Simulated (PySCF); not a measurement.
Identify the unknown among the candidates.

All candidates are C6H9NO.

| technique | computed result |
| --- | --- |
| Polarisability | 83.9 au [CAM-B3LYP/def2-SVPD] |
| Rotational structure | rotational constants A, B, C: 3.746, 0.995, 0.861 GHz [GFN2-xTB] |
| UV, first state | lowest singlet excitation: 5.82 eV (213 nm, f = 0.001) [TDDFT CAM-B3LYP/def2-SVPD] |
| Dipole | 4.30 D [CAM-B3LYP/def2-SVPD] |
| Triplet | lowest triplet excitation (Tamm–Dancoff): 5.31 eV [TDA CAM-B3LYP/def2-SVPD] |
| UV, strongest line | among the 8 lowest singlet transitions: S8 at 7.29 eV (170 nm, f = 0.075) [TDDFT CAM-B3LYP/def2-SVPD] |

Gas-phase values; electronic properties from PySCF, density fitting. Levels stand in brackets. The structure is a single GFN2-xTB conformer in the gas phase; no vibrational or solvent corrections.

Task: Which candidate is it?
A. `C=CC(=C)CC(N)=O`
B. `CN(C)c1ccco1`
C. `C=C(C)/C=C\NC=O`
D. `CC#C[C@H](C)NC=O`
E. `CCCc1ncco1`

Result: D. It is `CC#C[C@H](C)NC=O`. Numbering: `[CH3:1][C:2]#[C:3][C@H:4]([CH3:5])[NH:6][CH:7]=[O:8]`. Its formula, C6H9NO, gives 3 degrees of unsaturation: 0 rings and 3 π bonds in the structure found. The optimised geometry has point group C1 and is an asymmetric top.

The others, at the same levels:
- `C=C(C)/C=C\NC=O` fails: its computed lowest singlet excitation is 5.08 eV (244 nm, f = 0.850) (against 5.82 eV), lowest triplet excitation (Tamm–Dancoff) is 2.97 eV (against 5.31 eV) and static isotropic polarisability is 95.3 au (against 83.9 au).
- `CCCc1ncco1` fails: its computed lowest singlet excitation is 6.31 eV (197 nm, f = 0.245) (against 5.82 eV), lowest triplet excitation (Tamm–Dancoff) is 4.18 eV (against 5.31 eV) and static isotropic polarisability is 77.4 au (against 83.9 au).
- `CN(C)c1ccco1` fails: its computed lowest singlet excitation is 5.06 eV (245 nm, f = 0.082) (against 5.82 eV), lowest triplet excitation (Tamm–Dancoff) is 3.71 eV (against 5.31 eV) and strongest line among the 8 lowest singlet transitions is S2 at 5.52 eV (225 nm, f = 0.195) (against S8 at 7.29 eV).
- `C=CC(=C)CC(N)=O` fails: its computed lowest singlet excitation is 5.60 eV (222 nm, f = 0.084) (against 5.82 eV), lowest triplet excitation (Tamm–Dancoff) is 3.31 eV (against 5.31 eV) and strongest line among the 8 lowest singlet transitions is S2 at 5.82 eV (213 nm, f = 0.371) (against S8 at 7.29 eV).

Each candidate is one conformer, not necessarily the lowest. Dipoles, sizes and rotational constants follow the conformer. The torsions of the flexible species, by atom-mapped SMILES:
- `[CH3:1][C:2]#[C:3][C@H:4]([CH3:5])[NH:6][CH:7]=[O:8]`: C3–C4–N6–C7 -126°, C4–N6–C7–O8 0°
- `[CH2:1]=[C:2]([CH3:3])/[CH:4]=[CH:5]\[NH:6][CH:7]=[O:8]`: C1–C2–C4–C5 180°, C4–C5–N6–C7 180°, C5–N6–C7–O8 0°
- `[CH3:1][CH2:2][CH2:3][c:4]1[n:5][cH:6][cH:7][o:8]1`: C1–C2–C3–C4 67°, C2–C3–C4–N5 -102°
- `[CH3:1][N:2]([CH3:3])[c:4]1[cH:5][cH:6][cH:7][o:8]1`: C1–N2–C4–C5 -19°
- `[CH2:1]=[CH:2][C:3](=[CH2:4])[CH2:5][C:6]([NH2:7])=[O:8]`: C1–C2–C3–C4 -174°, C2–C3–C5–C6 -69°, C3–C5–C6–N7 -48°, H–N7–C6–C5 7°, H–N7–C6–C5 178°
